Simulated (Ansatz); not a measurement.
# Energy profile

The step: SiHCl₃ ([Cl][SiH]([Cl])[Cl]) + HBr → SiHBrCl₂ ([Cl][SiH]([Cl])[Br]) + HCl; bonds formed: Si1–Br7, Cl2–H6; bonds broken: Si1–Cl2, H6–Br7 (atoms numbered as in the saddle structure below).

```csv
atom,x (Å),y (Å),z (Å)
Si1,-0.5818,-0.0195,-0.2021
Cl2,1.4035,-1.2324,0.3127
Cl3,-1.2574,-1.7190,-1.1665
Cl4,-1.4021,0.0428,1.6509
H5,-1.1890,0.9671,-1.1051
H6,1.8235,0.1660,0.4132
Br7,1.2032,1.7950,0.0970
```

Electronic energies by CCSD(T) at an estimated basis limit (MP2 extrapolated from triple and quadruple zeta, plus CCSD(T) − MP2 in triple zeta), on PBE0-D4/def2-TZVP structures; SiH2BrCl3, singlet; no counterpoise correction. Program: Ansatz 0.2.0. Basis: def2-TZVPP and def2-QZVPP. Cores are frozen in the correlated methods. Filled d shells of the heavier atoms are correlated. The def2 sets are not built for correlating such inner shells, so the correlated values are less sure here. Extrapolation: Hartree–Fock as exp(−7.88 √X), correlation as X^−2.97.

Problem. Give the profile in kcal/mol, counted from the separated reactants. (Judge from chemistry; the value comes from the calculation.)

Solution. The calculation gives:
```
                                                                                                        point  kcal/mol
  separated: SiHCl3 (linked as [Cl][SiH]([Cl])[Cl]; Si1, Cl2, Cl3, Cl4, H5; singlet) + HBr (H6, Br7; singlet)      0.00
                                                                                              start structure     -2.18
                                                                                                       saddle     38.56
                                                                                                end structure     -1.11
separated: SiHBrCl2 (linked as [Cl][SiH]([Cl])[Br]; Si1, Cl3, Cl4, H5, Br7; singlet) + HCl (Cl2, H6; singlet)      0.85
```

No T1 diagnostic of these runs exceeds 0.010.

For scale, one of the runs: CCSD(T)/def2-TZVPP, 244 basis functions, launched by `ansatz run in.yaml --threads 8 --pin off --events-out ev --progress --plain --max-ram 19148MiB`. Time: 100 s of wall clock on 8 CPU threads of an Arm Neoverse V2; the host was shared. Peak host memory: 4.5 GiB.
